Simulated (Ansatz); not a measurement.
`CBNBN` + `CNC` → `CBN(C)C` + `NBN`  (ligand exchange at a B–N bond)

Program: Ansatz. Geometries: PBE0-D4/def2-TZVP. ΔE: electronic, gas phase. CCSD(T)/CBS adds triple-zeta CCSD(T) − MP2 to the extrapolated MP2 energy (def2 sets, frozen cores). DFT in def2-TZVPP. One conformer a species, not always the lowest.

```csv
level,ΔE (eV)
ωB97X-V,-0.25
BHLYP,-0.21
MP2/def2-QZVPP,-0.29
CCSD/CBS(def2),-0.24
```

Task: What does CCSD(T)/CBS give? (Estimate.)

Result: The calculation gave: -0.27 eV. The listed levels differ from it by 0.02, 0.06, -0.02, 0.03 eV.

Largest T1 diagnostic among the species: 0.012.

The D4 term adds −0.03 eV with B3LYP and −0.02 eV with PBE0; it sums over pairs of atoms, weighted by their polarisabilities, and B3LYP, whose exchange is more repulsive, gets the larger term. In def2-TZVPP, CCSD(T) changes the Hartree–Fock value by −0.15 eV (the triples alone add −0.02 eV) and MP2 by −0.18 eV. Leaving LDA and LC-ωPBE aside and taking each functional with its dispersion term where it has one, the values, not all of them listed here, spread over 0.06 eV, from PBE-D4 to B97M-V. LDA lies −0.10 eV from PBE without D4.

B3LYP here is the variant with VWN-RPA as its local correlation; programs differ in this.
